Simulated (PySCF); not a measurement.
**Löwdin shares of the frontier orbitals**

C3H11ClSi3.
Z-matrix (Å and degrees, GFN2-xTB geometry), rows numbered from 1:
```
C 
Si  1  1.9051
Si  2  2.3554  1  118.32
C   3  1.9342  2   87.50  1  -122.68
Si  4  1.9322  3  103.48  2     8.22
C   5  1.9206  2  112.22  1    15.63
Cl  6  1.7861  5  109.14  2   -72.61
H   1  1.0866  2  111.57  3   -76.78
H   1  1.0862  2  110.96  3   163.25
H   1  1.0861  2  111.29  3    43.68
H   2  1.4765  1  106.04  3   134.13
H   3  1.4703  2  119.14  1   -10.63
H   3  1.4683  2  121.78  1   123.38
H   4  1.0884  3  113.27  2   132.19
H   4  1.0886  3  110.50  2  -109.81
H   5  1.4712  2  129.49  1  -117.26
H   6  1.0872  5  113.73  2   168.81
H   6  1.0874  5  112.43  2    45.22
```

Method used: TDDFT CAM-B3LYP/def2-SVPD, vertical, gas phase, core orbitals frozen in the response (PySCF 2.14.0, density-fitted response routines).

Kohn–Sham orbitals with the atoms that hold most of them (Löwdin shares over 4%, at most four atoms; ? is withheld):

```csv
orbital,ε (eV),atoms
LUMO+2,1.18,"Si3 34%, Si2 13%, H12 8%, H13 6%"
LUMO+1,0.42,"Si3 18%, Si2 17%, Si5 16%, Cl7 7%"
LUMO,?,"Si2 23%, Si3 15%, Si5 15%, C4 8%"
HOMO,-8.68,?
HOMO-1,-9.09,?
HOMO-2,-9.23,"Cl7 34%, C4 17%, C6 12%, Si3 11%"
HOMO-3,-9.90,"C4 24%, Cl7 19%, Si5 15%, Si3 11%"
```

Give the leading atoms of the HOMO.

Si2 (bonded to C, 2 Si and H) 30%; Si3 (bonded to C, Si and 2 H) 21%; Si5 (bonded to 2 C, Si and H) 20%; C6 (bonded to Cl, Si and 2 H) 6%. By element: silicon 71%, carbon 6% or more.

Give the leading atoms of the HOMO-1.

C4 (bonded to 2 Si and 2 H) 22%; Si2 (bonded to C, 2 Si and H) 20%; Si5 (bonded to 2 C, Si and H) 16%; C1 (bonded to Si and 3 H) 10%. By element: silicon 35% or more, carbon 32% or more.

What is the LUMO energy, and the HOMO–LUMO gap?

ε(LUMO) = 0.17 eV; the gap is 8.85 eV (0.3252 hartree).

The HOMO–LUMO gap is 8.85 eV. Where does the response calculation put the lowest singlet, and from which orbitals?

S1 is at 5.43 eV (f = 0.0016), 3.42 eV below the gap, made of HOMO→LUMO (91%). Without the coupling terms of the response equations the lowest excitation would equal the gap.

One configuration dominates each of S1, S2, S3 and S5. Which, and how do the shares of the two leading atoms of either orbital change from the occupied to the empty one?

- S1 (5.43 eV, f 0.0016), HOMO→LUMO (91%): Si2 30% → 23%, Si3 21% → 15%
- S2 (5.96 eV, f 0.025), HOMO-1→LUMO (87%): C4 22% → 8%, Si2 20% → 23%, Si3 at most 10% → 15%
- S3 (6.09 eV, f 0.113), HOMO→LUMO+1 (85%): Si2 30% → 17%, Si3 21% → 18%
- S5 (6.59 eV, f 0.0066), HOMO-1→LUMO+1 (82%): C4 22% → at most 8%, Si2 20% → 17%, Si3 at most 10% → 18%

Löwdin shares depend on the basis, the more so with diffuse functions.

Hardware: Arm Neoverse N1, one thread, shared host with 64 logical CPUs at a one-minute load of 60. Cost: 2.4 min wall (with the writing of density and orbital grids), 1.2 GiB resident at most.

One conformer stands for the species.
